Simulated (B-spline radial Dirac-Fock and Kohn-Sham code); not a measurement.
Two-hole binding energies of Ho

System: atomic holmium, configuration [Xe] 4f12 6s1 (not the ground configuration).

Input of the calculation (task.json; shells as n, l, electrons):

```json
{"items": [{
  "Z": 67,
  "q": 0,
  "cfg": [[1, 0, 2], [2, 0, 2], [2, 1, 6], [3, 0, 2], [3, 1, 6], [3, 2, 10], [4, 0, 2], [4, 1, 6], [4, 2, 10], [4, 3, 12], [5, 0, 2], [5, 1, 6], [6, 0, 1]],
  "A": 165,
  "rrms": 5.2022,
  "do": ["binding", "quiet", "double"]
}]}
```

Launch: `python xray_run.py task.json out`

Method: Dirac-Fock energy differences between relaxed states, corrected for Breit and QED terms. Computed with a radial finite-basis atomic code. U is the two-hole binding energy less the two single-hole energies, the effective repulsion of the holes after relaxation. Each two-hole energy is an average over J within one jj subconfiguration.

| holes | E(a) (eV) | E(b) (eV) | E(ab) (eV) | U (eV) |
| --- | --- | --- | --- | --- |
| 1s⁻² | 55607.6 | 55607.6 | 112405.4 | 1190.2 |
| 1s⁻¹ 2p1/2⁻¹ | 55607.6 | 8909.9 | 64858.7 | 341.2 |
| 1s⁻¹ 2p3/2⁻¹ | 55607.6 | 8062.7 | 63960.0 | 289.7 |
| 1s⁻¹ 3d5/2⁻¹ | 55607.6 | 1343.4 | 57027.1 | 76.1 |
| 2p1/2⁻¹ 2p3/2⁻¹ | 8909.9 | 8062.7 | 17176.3 | 203.8 |
| 2p3/2⁻² | 8062.7 | 8062.7 | 16323.6 | 198.2 |
| 2p1/2⁻¹ 3s⁻¹ | 8909.9 | 2125.8 | 11104.2 | 68.5 |
| 2p1/2⁻¹ 3d3/2⁻¹ | 8909.9 | 1381.7 | 10366.4 | 74.8 |
| 2p1/2⁻¹ 3d5/2⁻¹ | 8909.9 | 1343.4 | ? | ? |
| 2p3/2⁻¹ 3d3/2⁻¹ | 8062.7 | 1381.7 | 9522.6 | 78.1 |
| 3d3/2⁻¹ 3d5/2⁻¹ | 1381.7 | 1343.4 | 2780.5 | 55.4 |
| 4d3/2⁻² | 167.7 | 167.7 | 354.0 | 18.6 |
| 4d3/2⁻¹ 4d5/2⁻¹ | 167.7 | 160.5 | 347.2 | 19.0 |
| 5p1/2⁻¹ 5p3/2⁻¹ | 27.77 | 23.20 | 62.29 | 11.3 |

Task: Give the missing two-hole energy and U.

Result: E(ab) = 10329.9 eV and U = 76.6 eV.
